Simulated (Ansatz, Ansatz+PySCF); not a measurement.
```yaml
atoms:
  - { symbol: C, position_ang: [0.0000, 1.4000, 0.0000] }
  - { symbol: C, position_ang: [1.2124, 0.7000, 0.0000] }
  - { symbol: C, position_ang: [1.2124, -0.7000, 0.0000] }
  - { symbol: C, position_ang: [0.0000, -1.4000, 0.0000] }
  - { symbol: C, position_ang: [-1.2124, -0.7000, 0.0000] }
  - { symbol: C, position_ang: [-1.2124, 0.7000, 0.0000] }
  - { symbol: C, position_ang: [2.4249, 1.4000, 0.0000] }
  - { symbol: C, position_ang: [3.6373, 0.7000, 0.0000] }
  - { symbol: C, position_ang: [3.6373, -0.7000, 0.0000] }
  - { symbol: C, position_ang: [2.4249, -1.4000, 0.0000] }
  - { symbol: H, position_ang: [0.0000, 2.4850, 0.0000] }
  - { symbol: H, position_ang: [0.0000, -2.4850, 0.0000] }
  - { symbol: H, position_ang: [-2.1521, -1.2425, 0.0000] }
  - { symbol: H, position_ang: [-2.1521, 1.2425, 0.0000] }
  - { symbol: H, position_ang: [2.4249, 2.4850, 0.0000] }
  - { symbol: H, position_ang: [4.5769, 1.2425, 0.0000] }
  - { symbol: H, position_ang: [4.5769, -1.2425, 0.0000] }
  - { symbol: H, position_ang: [2.4249, -2.4850, 0.0000] }
```

Basis set: def2-SVP (spherical functions). Charge 0, multiplicity 1.

Computed with Ansatz (development build ahead of 0.2.0); each method stands on the lowest determinant of its kind that the runs found. Restricted functionals stand beside restricted open-shell atoms, which can lie above the unrestricted atoms usual in DFT and then raise those values.

The atomization energy at this shape (free ground-state atoms in the same class of orbitals less the molecule, no zero-point energy) of singlet C₁₀H₈:

| method | atomization energy |
| --- | --- |
| ωB97X (unrestricted) | 9138.1 kJ/mol |
| PBE0 (restricted) | 9352.2 kJ/mol |
| PBE0 (unrestricted) | 9309.6 kJ/mol |
| UHF | 6925.9 kJ/mol |

(1) What does RHF give?

## Answers

(1) 6986.5 kJ/mol. Caution for UHF: the unrestricted determinant is a mixture of spin states. Caution for RHF: an unrestricted determinant lies well below.

The shape needn't be a minimum at these levels.
